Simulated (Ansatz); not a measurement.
Reactions of CH$_{7}$ClSi$_{2}$, SMILES `[SiH3]C[SiH2]Cl`.

Program: Ansatz. Geometries: PBE0-D4/def2-TZVP. ΔE: electronic, gas phase. CCSD(T)/CBS is the MP2 limit (def2-TZVPP, def2-QZVPP) plus CCSD(T) − MP2 in def2-TZVPP, frozen cores. This one scheme is used for every species. DFT in def2-TZVPP. B3LYP here is the variant with VWN-RPA as its local correlation; programs differ in this. For Zn outer-core shells are correlated without core-valence functions, which leaves a few kJ/mol of doubt a bond. Scalar relativity is left out up to krypton. One conformer a species, not always the lowest.

| reaction | CCSD(T)/CBS(def2) (eV) |
| --- | --- |
| `[SiH3]C[SiH2]Cl` + `[OH][AlH2]` → `[AlH2][O]C[SiH3]` + `[SiH3]Cl` | 1.37 |
| `[SiH3]C[SiH2]Cl` + `[CH3][AlH][S][SiH3]` → `[SiH3][CH2][AlH][S][SiH3]` + `C[SiH2]Cl` | ? |
| `[SiH3]C[SiH2]Cl` + `[NH2][Zn][OH]` → `[NH2][Zn][O][SiH3]` + `C[SiH2]Cl` | -1.10 |
| `[SiH3]C[SiH2]Cl` + `O=C[SiH](O)Cl` → `O=C[SiH](Cl)O[SiH3]` + `C[SiH2]Cl` | ? |
| `[SiH3]C[SiH2]Cl` + `C=CN[SiH3]` → `C=CN([SiH3])[SiH2]Cl` + `C[SiH3]` | -0.48 |
| `[SiH3]C[SiH2]Cl` + silanol → `[SiH3]OC[SiH2]Cl` + SiH₄ | 1.21 |

Fill in the missing values. (Best estimate.)

Computed: `[SiH3]C[SiH2]Cl` + `[CH3][AlH][S][SiH3]` → `[SiH3][CH2][AlH][S][SiH3]` + `C[SiH2]Cl`: -0.08 eV; `[SiH3]C[SiH2]Cl` + `O=C[SiH](O)Cl` → `O=C[SiH](Cl)O[SiH3]` + `C[SiH2]Cl`: -1.04 eV.

Largest T1 diagnostic: 0.017, for `[NH2][Zn][OH]`.
